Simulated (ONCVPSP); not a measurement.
# An all-electron radial function and its pseudo partner (fluorine)

Columns: radius, all-electron u(r) and pseudo u(r) of the 2p shell (level -11.29 eV) of fluorine in the configuration [He] 2s2 2p5; LDA (Perdew-Zunger), scalar-relativistic, ONCV scheme, ONCVPSP 4.0.1.

| r (bohr) | all-electron | pseudo |
| --- | --- | --- |
| 0.078 | 0.0929 | 0.0315 |
| 0.155 | 0.2681 | 0.1194 |
| 0.232 | 0.4484 | 0.2514 |
| 0.310 | 0.6049 | 0.4112 |
| 0.388 | 0.7259 | 0.5761 |
| 0.465 | 0.8108 | 0.7247 |
| 0.542 | 0.8652 | 0.8445 |
| 0.620 | 0.8948 | 0.9280 |
| 0.698 | 0.9041 | 0.9715 |
| 0.775 | 0.8983 | 0.9792 |
| 0.852 | 0.8815 | 0.9596 |
| 0.930 | 0.8564 | 0.9210 |
| 1.008 | 0.8259 | 0.8725 |
| 1.085 | 0.7923 | 0.8219 |
| 1.162 | 0.7566 | 0.7728 |
| 1.240 | 0.7196 | 0.7267 |
| 1.318 | 0.6823 | 0.6847 |
| 1.395 | 0.6459 | 0.6463 |
| 1.472 | 0.6102 | 0.6102 |
| 1.550 | 0.5751 | 0.5751 |
| 1.628 | 0.5414 | 0.5413 |
| 1.705 | 0.5094 | 0.5093 |
| 1.782 | 0.4788 | 0.4788 |
| 1.860 | 0.4493 | 0.4493 |
| 1.938 | 0.4213 | 0.4213 |
| 2.015 | 0.3952 | 0.3951 |

Task: How many radial nodes do the two functions have?

Result: The all-electron 2p function has n − l − 1 = 0; the pseudo-wave has 0.

Task: At about which radius was the pseudo-wave matched?

Result: 1.55 bohr. The columns agree to 0.0005 from 1.40 bohr on; several derivatives are matched, so the curves merge somewhat inside the radius.

Task: Where does each function peak?

Result: Outermost all-electron maximum near 0.70 bohr, pseudo maximum near 0.78 bohr (to the table’s step).

Task: Is the pseudo-wave norm-conserving?

Result: Yes: the ONCV scheme keeps the norm inside the radius equal to the all-electron one, which fixes the energy derivative of the logarithmic derivative at the level.
